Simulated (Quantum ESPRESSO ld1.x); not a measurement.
The bromine ion Br+, configuration [Ar] 3d10 4s2 4p4.

All-electron calculation, scalar-relativistic Kohn-Sham, BLYP, spin-unpolarised, spherical densities, point nucleus. Program: ld1.x of Quantum ESPRESSO 7.5.

Energy parts (hartree):
part                     energy
total                 -2606.396
kinetic                2662.949
electron-nucleus      -6270.845
Hartree                1093.704
exchange-correlation    -92.203

Orbitals (lengths in bohr, moments of r in powers of bohr; <r^-3> diverges for s and p1/2; r(90%) holds 90 % of the orbital's charge):
| orbital | occ. | eigenvalue (hartree) | <r^-3> | <r> | r(90%) |
|---|---|---|---|---|---|
| 1s | 2 | -489.963 | - | 0.04275 | 0.0764 |
| 2s | 2 | -64.1142 | - | 0.1895 | 0.293 |
| 2p | 6 | -56.6076 | 1357 | 0.1654 | 0.270 |
| 3s | 2 | -9.14750 | - | 0.5516 | 0.821 |
| 3p | 6 | -6.77839 | 197.1 | 0.5642 | 0.862 |
| 3d | 10 | -2.85841 | 23.31 | 0.5902 | 0.973 |
| 4s | 2 | -1.11270 | - | 1.631 | 2.42 |
| 4p | 4 | -0.63641 | 16.64 | 1.967 | 2.99 |

The highest occupied level is 4p at -17.318 eV. For comparison, the ionisation energy in NIST's Atomic Spectra Database is 21.591 eV (measured). In exact Kohn-Sham theory the highest level is minus the ionisation energy, but local and semilocal functionals leave it too shallow, through self-interaction and a potential that decays too fast; potentials with the right tail come closer. The density falls to 0.001 e/bohr^3 at r = 3.84 bohr. Summed over all electrons, <r^2> = 31.59 bohr^2, which gives a Langevin (diamagnetic) susceptibility term of -25 x 10^-6 cm^3/mol.

Beside tabulated values, note that spin-unpolarised runs miss the spin-polarisation part of the exchange energy of open shells.
